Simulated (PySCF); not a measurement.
Atomic charges against the basis set

C2H5F2NSi.
Structure used (PBE0-D3(BJ)/def2-SVP), in Å, numbered top down from 1:
```
atom  x, y, z in Å
F1    -2.538   -0.624   -1.128
C2    -1.990    0.038   -0.087
F3    -2.620   -0.370    1.037
C4    -0.528   -0.319    0.009
N5     0.359    0.574   -0.050
Si6    2.094    0.283    0.052
H7    -2.130    1.123   -0.220
H8    -0.343   -1.410    0.131
H9     2.414   -1.173    0.220
H10    2.711    0.798   -1.202
H11    2.610    1.053    1.218
```

PBE0 throughout (PySCF), one geometry, spherical d and f functions. Isolated species at its PBE0-D3(BJ)/def2-SVP geometry (one conformer only). Atoms taken as equivalent share a column and are averaged. The first 7 of 8 kinds of atom are listed.

Mulliken charges (e):

| basis | functions | F1/F3 | C2 | C4 | N5 | Si6 | H7 | H8 |
| --- | --- | --- | --- | --- | --- | --- | --- | --- |
| STO-3G | 39 | -0.110 | +0.145 | +0.003 | -0.384 | +0.635 | +0.082 | +0.065 |
| 6-31G | 68 | -0.308 | +0.400 | +0.021 | -0.562 | +0.674 | +0.195 | +0.183 |
| pcSseg-0 | 68 | -0.361 | +0.473 | +0.035 | -0.776 | +0.693 | +0.248 | +0.238 |
| 6-31G* | 98 | -0.318 | +0.497 | -0.009 | -0.452 | +0.463 | +0.169 | +0.176 |
| cc-pVDZ | 113 | -0.202 | +0.416 | +0.040 | -0.302 | +0.336 | +0.035 | +0.037 |
| def2-SVP | 113 | -0.230 | +0.484 | -0.018 | -0.328 | +0.466 | +0.033 | +0.051 |
| aug-cc-pVDZ | 187 | -0.439 | +1.287 | +0.624 | -0.691 | -0.320 | -0.316 | -0.330 |
| 6-311+G(2d,p) | 200 | -0.256 | +0.224 | +0.042 | -0.436 | +0.576 | +0.158 | +0.126 |
| def2-TZVP | 222 | -0.183 | +0.307 | -0.042 | -0.273 | +0.259 | +0.077 | +0.101 |
| cc-pVTZ | 254 | -0.185 | +0.368 | -0.016 | -0.253 | +0.249 | +0.038 | +0.084 |
| IGLO-III | 269 | -0.228 | +0.280 | +0.138 | -0.547 | +0.885 | +0.118 | +0.078 |

IAO charges (e):

```csv
basis,functions,F1/F3,C2,C4,N5,Si6,H7,H8
STO-3G,39,-0.137,+0.173,-0.065,-0.406,+0.716,+0.117,+0.098
6-31G,68,-0.277,+0.378,+0.003,-0.458,+0.575,+0.167,+0.123
pcSseg-0,68,-0.271,+0.378,+0.005,-0.463,+0.570,+0.160,+0.117
6-31G*,98,-0.289,+0.433,+0.034,-0.507,+0.714,+0.147,+0.113
cc-pVDZ,113,-0.289,+0.429,+0.031,-0.497,+0.705,+0.148,+0.111
def2-SVP,113,-0.290,+0.431,+0.034,-0.499,+0.723,+0.146,+0.110
aug-cc-pVDZ,187,-0.300,+0.434,+0.034,-0.508,+0.709,+0.158,+0.117
"6-311+G(2d,p)",200,-0.300,+0.433,+0.035,-0.518,+0.744,+0.159,+0.118
def2-TZVP,222,-0.301,+0.440,+0.035,-0.520,+0.753,+0.155,+0.117
cc-pVTZ,254,-0.299,+0.438,+0.035,-0.515,+0.738,+0.155,+0.117
IGLO-III,269,-0.301,+0.435,+0.035,-0.520,+0.752,+0.158,+0.118
```

Hirshfeld charges (e):

```tsv
basis	functions	F1/F3	C2	C4	N5	Si6	H7	H8
STO-3G	39	-0.079	+0.162	+0.023	-0.248	+0.422	+0.011	+0.011
6-31G	68	-0.114	+0.155	+0.048	-0.242	+0.345	+0.057	+0.048
pcSseg-0	68	-0.109	+0.151	+0.043	-0.226	+0.363	+0.050	+0.038
6-31G*	98	-0.102	+0.148	+0.057	-0.234	+0.336	+0.052	+0.050
cc-pVDZ	113	-0.094	+0.135	+0.046	-0.212	+0.347	+0.047	+0.042
def2-SVP	113	-0.100	+0.141	+0.049	-0.217	+0.354	+0.050	+0.044
aug-cc-pVDZ	187	-0.102	+0.136	+0.040	-0.231	+0.358	+0.057	+0.052
6-311+G(2d,p)	200	-0.105	+0.139	+0.041	-0.234	+0.363	+0.059	+0.053
def2-TZVP	222	-0.102	+0.136	+0.045	-0.228	+0.354	+0.055	+0.051
cc-pVTZ	254	-0.099	+0.135	+0.045	-0.224	+0.350	+0.053	+0.049
IGLO-III	269	-0.102	+0.135	+0.040	-0.227	+0.352	+0.056	+0.051
```

Task: Which scheme is steadiest as the basis changes?

Result: Largest range over the bases for any column: Hirshfeld 0.09 e, IAO 0.27 e, Mulliken 1.21 e. Hirshfeld charges move least and Mulliken charges most, counted in e. Without the minimal STO-3G basis the ranges are Hirshfeld 0.03, IAO 0.18, Mulliken 1.21 e.

Task: How much do the charges still move between the two largest bases, cc-pVTZ and IGLO-III?

Result: At most, over all atoms: Mulliken 0.637 e, IAO 0.014 e, Hirshfeld 0.005 e.

Task: What do the same runs give for the total energy, the frontier levels and the dipole moment?

Result: 
```json
{"basis": "STO-3G", "energy (Eh)": "-614.7650", "HOMO (eV)": "-4.12", "LUMO (eV)": "2.43", "μ (D)": "1.58"}
{"basis": "6-31G", "energy (Eh)": "-622.5027", "HOMO (eV)": "-7.45", "LUMO (eV)": "-1.27", "μ (D)": "2.09"}
{"basis": "pcSseg-0", "energy (Eh)": "-621.5229", "HOMO (eV)": "-7.57", "LUMO (eV)": "-1.46", "μ (D)": "2.11"}
{"basis": "6-31G*", "energy (Eh)": "-622.6312", "HOMO (eV)": "-7.48", "LUMO (eV)": "-1.14", "μ (D)": "1.28"}
{"basis": "cc-pVDZ", "energy (Eh)": "-622.6722", "HOMO (eV)": "-7.53", "LUMO (eV)": "-1.25", "μ (D)": "1.28"}
{"basis": "def2-SVP", "energy (Eh)": "-622.3160", "HOMO (eV)": "-7.62", "LUMO (eV)": "-1.37", "μ (D)": "1.37"}
{"basis": "aug-cc-pVDZ", "energy (Eh)": "-622.7033", "HOMO (eV)": "-7.76", "LUMO (eV)": "-1.55", "μ (D)": "1.43"}
{"basis": "6-311+G(2d,p)", "energy (Eh)": "-622.7791", "HOMO (eV)": "-7.82", "LUMO (eV)": "-1.59", "μ (D)": "1.46"}
{"basis": "def2-TZVP", "energy (Eh)": "-622.8133", "HOMO (eV)": "-7.76", "LUMO (eV)": "-1.52", "μ (D)": "1.33"}
{"basis": "cc-pVTZ", "energy (Eh)": "-622.7975", "HOMO (eV)": "-7.71", "LUMO (eV)": "-1.45", "μ (D)": "1.28"}
{"basis": "IGLO-III", "energy (Eh)": "-622.8188", "HOMO (eV)": "-7.80", "LUMO (eV)": "-1.56", "μ (D)": "1.38"}
```

The dipole is fixed by the density alone, so its range of 0.83 D shows that the density itself changes with the basis, not only its division among atoms.
